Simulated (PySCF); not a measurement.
Ge(NCS)H3, CH3GeNS.
SMILES: `[H][Ge]([H])([H])[N]=C=S`

The closed-shell ground state was solved at several levels (PySCF, density fitting, gas phase). Geometry: PBE0-D3(BJ)/def2-SVP; no solvent, vibrations or thermal averaging. The calculation is non-relativistic and has no spin–orbit coupling, an omission that weighs most on germanium.

```csv
level,basis functions,HOMO (eV),LUMO (eV),gap (eV),dipole (D)
PBE0/pcSseg-1 (pcSseg-2 on Ge),136,-7.25,-0.22,7.03,3.63
CAM-B3LYP/def2-SVPD,129,-8.49,0.50,8.99,3.67
PBE/pcSseg-1 (pcSseg-2 on Ge),136,-6.12,-1.09,5.03,3.44
```

(1) Estimate the row for B3LYP/pcSseg-1 (pcSseg-2 on Ge), a basis of 136 functions; the other rows only guide the guess.

(2) Over all these levels, which gives the widest orbital gap and which the narrowest?

(3) In the pcSseg-1 (pcSseg-2 on Ge) basis, how does the gap go with the fixed share of exact exchange?

(4) How far do the dipole and the HOMO energy spread over the levels?

Answers

(1) HOMO -6.99 eV, LUMO -0.39 eV, gap 6.60 eV, dipole 3.53 D.

(2) CAM-B3LYP/def2-SVPD (range-separated hybrid) has the widest, 8.99 eV, and PBE/pcSseg-1 (pcSseg-2 on Ge) (GGA) the narrowest, 5.03 eV. Functional and basis both differ between the two, so the spread mixes both effects.

(3) PBE (0 %) 5.03 eV; B3LYP (20 %) 6.60 eV; PBE0 (25 %) 7.03 eV. Each rise in the share widens the gap here.

(4) The dipole runs from 3.44 to 3.67 D (mean 3.56 D) and the HOMO from -8.49 to -6.12 eV.
